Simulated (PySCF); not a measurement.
## Spinor energies of Tm⁵⁸⁺ (thulium, charge +58)

Start: [Ne] 3s1; 3s1/2 filled at m_j = +1/2. Calculated with PySCF 2.14 in an uncontracted even-tempered set (18 s from 18 bohr⁻², ratio 2.4; 14 p from 23 bohr⁻², ratio 2.4; 4 d from 72 bohr⁻², ratio 2.6; 4 f from 110 bohr⁻², ratio 2.6): generalised Hartree-Fock with the X2C-1e Hamiltonian and a Gaussian nucleus; one run each with spin-orbit coupling (SO) switched off, then screened by Boettger's factors.

```
spinor shell  electrons  ε, spin-free (eV)  ε, screened SO (eV)  weight of nominal j (screened SO)  rms radius, screened SO (bohr)
       1s1/2          2           -64456.9             -64446.3                              1.000                          0.0227
       2s1/2          2           -14666.2             -14663.6                              1.000                          0.0900
       2p1/2          2           -13506.2             -14226.4                              1.000                          0.0767
       2p3/2          4           -13506.2             -13208.1                              1.000                          0.0832
       3s1/2          1            -6027.8              -6027.4                              1.000                           0.214
```

```csv
quantity,spin-free,screened SO
E (hartree),-9695.04610,-9704.61509
M_J,1/2,1/2
⟨J²⟩,0.750,0.750
⟨L²⟩,0.000,0.025
⟨S²⟩,0.750,0.775
```

Each row is a mean over spinors that exchange with the open shell spreads, by up to 14.992 eV (2s1/2).

Breit and QED terms are absent; they matter most for the inner s and p1/2 levels.

Densities and radii are taken from the X2C orbitals without a picture-change correction, which distorts them close to the nucleus.

Without spin-orbit coupling the j labels of p, d and f shells carry no meaning; the spin-free column gives the mean over the occupied spinors of each nl shell.
